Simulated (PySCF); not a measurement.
C8H14NP.
Geometry (GFN2-xTB, Å), atoms numbered from 1 in this order:
```
atom  x, y, z in Å
C1    -2.6594    0.3536   -0.7411
C2    -1.3126   -0.3586   -0.6613
C3    -1.5011   -1.8052   -0.2144
P4    -0.1936    0.5071    0.5767
C5     0.1785    2.0408   -0.4559
C6     1.2738    2.7526    0.1293
N7     2.1504    3.3132    0.6048
C8     1.3646   -0.3864    0.1971
C9     1.8360   -1.4331    1.1684
C10    2.5493   -0.1272    1.0854
H11   -3.3310   -0.1827   -1.4098
H12   -2.5549    1.3703   -1.1149
H13   -3.1207    0.3958    0.2441
H14   -0.8293   -0.3439   -1.6479
H15   -2.1492   -2.3362   -0.9100
H16   -1.9587   -1.8377    0.7729
H17   -0.5475   -2.3264   -0.1668
H18   -0.7014    2.6896   -0.4556
H19    0.4295    1.7536   -1.4820
H20    1.5606   -0.5589   -0.8590
H21    1.2288   -1.6216    2.0420
H22    2.3183   -2.3158    0.7750
H23    2.4299    0.5723    1.8995
H24    3.5281   -0.0954    0.6313
```

Computed at PBE0/pcSseg-1 (PySCF, non-relativistic), with Q(14N) = 0.02044 b: N7, 14N (I = 1): χzz = -4.525 MHz, η = 0.054.

Problem. Find the zero-field quadrupole resonance frequencies of 14N at N7.

Solution. From ν± = (3/4)|χ|(1 ± η/3) and ν0 = |χ|η/2: ν+ 3.454 MHz, ν− 3.333 MHz, ν0 0.121 MHz (nitrile nitrogen).

In a crystal, neighbours and librations shift these lines. Isolated species at its GFN2-xTB geometry (one conformer only). GFN2-xTB bond lengths can be off by several hundredths of an ångström, more for odd bonds, and the gradients follow them. With a basis this small, the couplings can be 20 % off.
